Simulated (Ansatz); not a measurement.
C₃H₁₁NSi (SMILES C[SiH2]N(C)C), singlet, geometry from GFN2-xTB, with bond 11-4 at 2.4 times its length; SC-NEVPT2/STO-3G, CASSCF(6,6) (Ansatz, a first-principles code).

Ansatz was given this input:
Ansatz 0.2 input:
```yaml
crystal:
  periodic: [false, false, false]
  atoms:
    - {symbol: Si, position_ang: [0.80483342, 0.53774913, -0.42376231]}
    - {symbol: C, position_ang: [2.13380763, -0.52945806, 0.40195056]}
    - {symbol: N, position_ang: [-0.73843199, 0.04460089, 0.15836374]}
    - {symbol: C, position_ang: [-1.90197950, 0.84732968, -0.11828443]}
    - {symbol: C, position_ang: [-1.08189153, -1.33352521, 0.40754028]}
    - {symbol: H, position_ang: [0.98576060, 0.44606720, -1.88863116]}
    - {symbol: H, position_ang: [0.92301667, 1.94413761, -0.02132631]}
    - {symbol: H, position_ang: [1.98084783, -0.60866825, 1.47370598]}
    - {symbol: H, position_ang: [2.16692689, -1.53431433, -0.00798840]}
    - {symbol: H, position_ang: [3.11036617, -0.08507545, 0.24130799]}
    - {symbol: H, position_ang: [-3.12543040, 0.07517084, -2.31873305]}
    - {symbol: H, position_ang: [-1.60976288, 1.88710061, -0.23515114]}
    - {symbol: H, position_ang: [-2.61277855, 0.77054384, 0.70965373]}
    - {symbol: H, position_ang: [-0.18873033, -1.90049749, 0.65160838]}
    - {symbol: H, position_ang: [-1.77707247, -1.39423739, 1.25077503]}
    - {symbol: H, position_ang: [-1.56508672, -1.79742547, -0.46192828]}
basis:
  gaussian:
    orbitals: STO-3G
magnetization: {spin_polarized: false}
correlation: {method: sc_nevpt2, electrons: all, active_space: {window: {electrons: 6, orbitals: 6}}}
```

It wrote (shortened):

```
Functional definition: HF
529 factors; integrals over basis functions are off by at most 4.2e-5 eV
mean field evaluation 1: about -12448.6634 eV, gradient 2.2e1 eV
mean field evaluation 2: about -12448.8924 eV, gradient 2.1e1 eV
mean field evaluation 4: about -12453.5791 eV, gradient 3.9e0 eV
mean field evaluation 8: about -12453.6645 eV, gradient 4.9e-2 eV
mean field evaluation 16: about -12449.9505 eV, gradient 3.3e-4 eV
mean field -12453.65866783 eV, -457.6635146498 hartree, gradient 2.6e-6 eV, S^2 0.000000; 1 other end points of the search recorded, 0 dependent functions left out; unrestricted orbitals would lower it
reference -12453.65866783 eV, -457.6635146498 hartree; 25, 25 occupied and 15, 15 virtual orbitals, 529 factors
state -12459.08866406 eV, -457.8630633307 hartree
state -12459.08866406 eV, -457.8630633307 hartree; corrected -12464.82784507 eV, -458.0739743425 hartree
state -12459.06760340 eV, -457.8622893658 hartree
state -12459.06760340 eV, -457.8622893658 hartree; corrected -12464.74028817 eV, -458.0707566859 hartree
state -12459.08866406 eV, -457.8630633307 hartree; corrected -12464.82784507 eV, -458.0739743425 hartree
state -12458.98165966 eV, -457.8591309914 hartree
state -12458.98165966 eV, -457.8591309914 hartree; corrected -12464.77321971 eV, -458.0719668976 hartree
state -12459.08866406 eV, -457.8630633307 hartree; corrected -12464.82784507 eV, -458.0739743425 hartree
state -12458.87015168 eV, -457.8550331487 hartree
state -12458.87015168 eV, -457.8550331487 hartree; corrected -12464.74780694 eV, -458.0710329957 hartree
state -12459.08866406 eV, -457.8630633307 hartree; corrected -12464.82784507 eV, -458.0739743425 hartree
2 active orbitals were swapped for others, from the solution at -12459.06758910 eV, -457.8622888400 hartree to that at -12459.07218299 eV, -457.8624576625 hartree; typed "places" are swapped only where nearly empty or full, and so, without "given_window_search", are "orbital_numbers", "shells" and a window whose orbitals a file names under [Active]
2 active orbitals were swapped for others, from the solution at -12459.07218299 eV, -457.8624576625 hartree to that at -12459.08864730 eV, -457.8630627147 hartree; typed "places" are swapped only where nearly empty or full, and so, without "given_window_search", are "orbital_numbers", "shells" and a window whose orbitals a file names under [Active]
2 active orbitals were swapped for others, from the solution at -12459.07831325 eV, -457.8626829455 hartree to that at -12459.08864730 eV, -457.8630627147 hartree; typed "places" are swapped only where nearly empty or full, and so, without "given_window_search", are "orbital_numbers", "shells" and a window whose orbitals a file names under [Active]
Total energy: -12464.82784507 eV, -458.0739743425 hartree
```
